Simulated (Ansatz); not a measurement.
C2H9FSi2 (`F[SiH2]CC[SiH3]`), relaxed with RKS PBE-D4/def2-SVP in Ansatz from a rough embedded geometry. The force threshold is 0.03 eV/Å; the program also tests the step.

The species carries charge 0 and has multiplicity 1.

Start:

```xyz
14

F     1.049   -1.354    1.703
Si   -0.496   -1.212    1.490
C    -0.836   -0.636   -0.259
C    -0.419    0.769   -0.634
Si    1.379    1.121   -0.868
H    -1.102   -2.575    1.761
H    -1.065   -0.242    2.504
H    -1.980   -0.747   -0.411
H    -0.394   -1.325   -0.928
H    -0.844    1.496    0.104
H    -0.951    1.010   -1.625
H     2.012    0.145   -1.779
H     1.545    2.446   -1.468
H     2.101    1.103    0.411
```

```
step  energy (eV)  largest force (eV/Å)  largest move (Å)
   1  -20671.4120                 2.343             0.000
   2  -20671.6775                 1.238             0.075
   3  -20671.7388                 0.242             0.057
   4  -20671.7418                 0.072             0.068
   5  -20671.7441                 0.054             0.047
   6  -20671.7453                 0.066             0.067
   7  -20671.7459                 0.039             0.057
   8  -20671.7461                 0.014             0.012
```

End:

```xyz
14

F     1.191   -1.324    1.513
Si   -0.453   -1.210    1.442
C    -0.943   -0.633   -0.280
C    -0.500    0.788   -0.680
Si    1.380    1.106   -0.773
H    -1.020   -2.574    1.720
H    -0.888   -0.235    2.502
H    -2.052   -0.731   -0.335
H    -0.545   -1.387   -0.997
H    -0.930    1.543    0.016
H    -0.909    1.045   -1.682
H     2.054   -0.005   -1.535
H     1.612    2.403   -1.504
H     2.002    1.214    0.591
```

Run time 15 s (4 threads of an Arm Neoverse V1 on a shared host); peak host memory 0.17 GiB.
